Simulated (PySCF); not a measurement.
Atomic charges against the basis set

Species: C7H8S.
Bonds: S1–C2, C2–C3, C3–C4 (aromatic), C4–C5 (aromatic), C5–C6 (aromatic), C6–C7 (aromatic), C7–C8 (aromatic), C3–C8 (aromatic). Hydrogens: H9 on S1; H10, H11 on C2; H12 on C4; H13 on C5; H14 on C6; H15 on C7; H16 on C8.

PBE0 throughout (PySCF), one geometry, spherical d and f functions. Isolated species at its PBE0-D3(BJ)/def2-SVP geometry (one conformer only). Atoms taken as equivalent share a column and are averaged. The first 7 of 11 kinds of atom are listed.

Mulliken charges (e):

```csv
basis,functions,S1,C2,C3,C4/C8,C5/C7,C6,H9
STO-3G,52,+0.082,-0.229,-0.006,-0.088,-0.086,-0.087,-0.011
pcSseg-0,92,-0.022,-0.743,-0.176,-0.155,-0.242,-0.232,+0.174
6-31G,92,+0.055,-0.679,+0.079,-0.169,-0.173,-0.165,+0.073
6-31G*,132,-0.073,-0.580,+0.129,-0.197,-0.171,-0.169,+0.121
cc-pVDZ,156,-0.109,-0.102,-0.097,+0.014,+0.004,-0.004,+0.097
def2-SVP,156,-0.105,-0.091,-0.075,-0.010,-0.020,-0.017,+0.081
pcSseg-1,183,-0.125,-0.222,-0.296,-0.012,-0.086,-0.083,+0.140
aug-cc-pVDZ,260,+0.123,+0.190,+1.299,+0.431,+0.396,+0.384,+0.115
"6-311+G(2d,p)",272,-0.236,-0.281,+0.784,-0.421,-0.178,-0.068,+0.110
def2-TZVP,302,-0.226,-0.206,+0.126,-0.196,-0.100,-0.133,+0.151
```

IAO charges (e):

```json
{"basis": "STO-3G", "functions": "52", "S1": "+0.083", "C2": "-0.356", "C3": "-0.021", "C4/C8": "-0.138", "C5/C7": "-0.138", "C6": "-0.140", "H9": "+0.023"}
{"basis": "pcSseg-0", "functions": "92", "S1": "-0.086", "C2": "-0.352", "C3": "-0.012", "C4/C8": "-0.150", "C5/C7": "-0.148", "C6": "-0.150", "H9": "+0.105"}
{"basis": "6-31G", "functions": "92", "S1": "-0.093", "C2": "-0.347", "C3": "-0.001", "C4/C8": "-0.156", "C5/C7": "-0.149", "C6": "-0.152", "H9": "+0.100"}
{"basis": "6-31G*", "functions": "132", "S1": "-0.064", "C2": "-0.336", "C3": "-0.002", "C4/C8": "-0.150", "C5/C7": "-0.143", "C6": "-0.147", "H9": "+0.084"}
{"basis": "cc-pVDZ", "functions": "156", "S1": "-0.070", "C2": "-0.333", "C3": "+0.002", "C4/C8": "-0.154", "C5/C7": "-0.146", "C6": "-0.150", "H9": "+0.092"}
{"basis": "def2-SVP", "functions": "156", "S1": "-0.060", "C2": "-0.329", "C3": "+0.001", "C4/C8": "-0.150", "C5/C7": "-0.143", "C6": "-0.147", "H9": "+0.087"}
{"basis": "pcSseg-1", "functions": "183", "S1": "-0.068", "C2": "-0.335", "C3": "-0.003", "C4/C8": "-0.155", "C5/C7": "-0.147", "C6": "-0.152", "H9": "+0.092"}
{"basis": "aug-cc-pVDZ", "functions": "260", "S1": "-0.082", "C2": "-0.336", "C3": "+0.002", "C4/C8": "-0.158", "C5/C7": "-0.150", "C6": "-0.155", "H9": "+0.099"}
{"basis": "6-311+G(2d,p)", "functions": "272", "S1": "-0.071", "C2": "-0.342", "C3": "+0.002", "C4/C8": "-0.158", "C5/C7": "-0.150", "C6": "-0.155", "H9": "+0.094"}
{"basis": "def2-TZVP", "functions": "302", "S1": "-0.065", "C2": "-0.344", "C3": "+0.003", "C4/C8": "-0.158", "C5/C7": "-0.149", "C6": "-0.155", "H9": "+0.091"}
```

Hirshfeld charges (e):

```csv
basis,functions,S1,C2,C3,C4/C8,C5/C7,C6,H9
STO-3G,52,-0.018,-0.011,-0.005,-0.035,-0.028,-0.030,+0.020
pcSseg-0,92,-0.063,-0.055,-0.004,-0.052,-0.044,-0.045,+0.050
6-31G,92,-0.088,-0.051,-0.003,-0.052,-0.047,-0.048,+0.051
6-31G*,132,-0.093,-0.050,-0.001,-0.051,-0.047,-0.048,+0.053
cc-pVDZ,156,-0.062,-0.063,-0.001,-0.052,-0.047,-0.048,+0.047
def2-SVP,156,-0.053,-0.065,-0.001,-0.053,-0.048,-0.049,+0.047
pcSseg-1,183,-0.058,-0.069,-0.004,-0.053,-0.049,-0.050,+0.050
aug-cc-pVDZ,260,-0.045,-0.081,-0.009,-0.056,-0.052,-0.054,+0.047
"6-311+G(2d,p)",272,-0.049,-0.077,-0.013,-0.055,-0.051,-0.053,+0.049
def2-TZVP,302,-0.053,-0.076,-0.007,-0.055,-0.051,-0.053,+0.049
```

ESP-fitted charges (e):

| basis | functions | S1 | C2 | C3 | C4/C8 | C5/C7 | C6 | H9 |
| --- | --- | --- | --- | --- | --- | --- | --- | --- |
| STO-3G | 52 | -0.180 | -0.161 | +0.063 | -0.113 | -0.103 | -0.053 | +0.146 |
| pcSseg-0 | 92 | -0.384 | -0.245 | +0.044 | -0.161 | -0.170 | -0.113 | +0.275 |
| 6-31G | 92 | -0.379 | -0.215 | +0.040 | -0.153 | -0.147 | -0.113 | +0.257 |
| 6-31G* | 132 | -0.314 | -0.314 | +0.124 | -0.194 | -0.130 | -0.125 | +0.227 |
| cc-pVDZ | 156 | -0.283 | -0.293 | +0.115 | -0.193 | -0.123 | -0.125 | +0.212 |
| def2-SVP | 156 | -0.282 | -0.281 | +0.110 | -0.188 | -0.121 | -0.128 | +0.212 |
| pcSseg-1 | 183 | -0.308 | -0.288 | +0.105 | -0.200 | -0.139 | -0.135 | +0.229 |
| aug-cc-pVDZ | 260 | -0.277 | -0.335 | +0.201 | -0.240 | -0.110 | -0.148 | +0.202 |
| 6-311+G(2d,p) | 272 | -0.277 | -0.368 | +0.219 | -0.252 | -0.116 | -0.154 | +0.208 |
| def2-TZVP | 302 | -0.274 | -0.337 | +0.197 | -0.239 | -0.114 | -0.148 | +0.203 |

Some averages cover members that differ in this geometry, most widely: C4/C8, Mulliken in aug-cc-pVDZ +0.177 to +0.685; C4/C8, Mulliken in 6-311+G(2d,p) -0.484 to -0.358; C4/C8, ESP-fitted in 6-311+G(2d,p) -0.312 to -0.192; C4/C8, ESP-fitted in aug-cc-pVDZ -0.295 to -0.184 e.

Which scheme is steadiest as the basis changes?

Largest range over the bases for any column: Hirshfeld 0.08 e, IAO 0.18 e, ESP-fitted 0.21 e, Mulliken 1.60 e. Hirshfeld charges move least and Mulliken charges most, counted in e. Without the minimal STO-3G basis the ranges are Hirshfeld 0.05, IAO 0.03, ESP-fitted 0.18, Mulliken 1.60 e.

How much do the charges still move between the two largest bases, 6-311+G(2d,p) and def2-TZVP?

At most, over all atoms: Mulliken 0.657 e, IAO 0.006 e, Hirshfeld 0.006 e, ESP-fitted 0.031 e.

What do the same runs give for the total energy, the frontier levels and the dipole moment?

```
        basis  energy (Eh)  HOMO (eV)  LUMO (eV)  μ (D)
       STO-3G    -661.6214      -3.50       2.62   0.76
     pcSseg-0    -668.2231      -6.83      -0.49   1.92
        6-31G    -669.1746      -6.66      -0.17   1.96
       6-31G*    -669.2587      -6.57      -0.18   1.67
      cc-pVDZ    -669.3069      -6.60      -0.34   1.40
     def2-SVP    -668.9694      -6.60      -0.39   1.36
     pcSseg-1    -669.2323      -6.76      -0.54   1.51
  aug-cc-pVDZ    -669.3209      -6.74      -0.61   1.44
6-311+G(2d,p)    -669.3674      -6.73      -0.60   1.44
    def2-TZVP    -669.3907      -6.71      -0.53   1.39
```

The dipole is fixed by the density alone, so its range of 1.20 D shows that the density itself changes with the basis, not only its division among atoms.
